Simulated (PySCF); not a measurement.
```xyz
4
charge 0 multiplicity 2, angstrom
C     0.0000    0.0000   -0.2119
I     2.0894    0.0000    0.0049
I    -1.0447    1.8094    0.0049
I    -1.0447   -1.8094    0.0049
```

Level of theory: UB3LYP in PySCF with C def2-SVP, I def2-SVP with ECP28; scalar-relativistic core potentials, no spin–orbit coupling; density-fitted integrals.

This geometry of CI3 is a stationary point at this level.

What is the point group?

C3v.

Is it a minimum?

Yes: all harmonic wavenumbers are real.

Give the atomic charges and bond orders.


```tsv
atom	Mulliken	Löwdin	polar tensor	spin (Mulliken)	Mayer order to C1
C1	-0.46	-0.58	0.59	0.81	–
I2,3,4	0.15	0.19	-0.20	0.06	1.05
```

What is the atomisation energy, with and without zero-point energy?

686 kJ/mol without, 675 kJ/mol with.

This need not be the most stable arrangement of these atoms. Spin–orbit coupling, left out here, can matter for elements this heavy.
